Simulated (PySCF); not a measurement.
All values below come from PBE-D3(BJ)/def2-TZVP // B3LYP-D3(BJ)/def2-TZVP in PySCF. Gas-phase values, no solvent. 

Reference species (SMILES): `[F][Ga][F]` (neutral, multiplicity 2).

```
Quantity       Result
-------------  ------
dipole moment  2.22 D
```

Changed species: `[CH3][Ga][F]` (radical fragment; the reference has radical fragment).

Task: Give the shifts of the dipole moment.

Result: the dipole moment rises by 0.35 D, to 2.57 D.
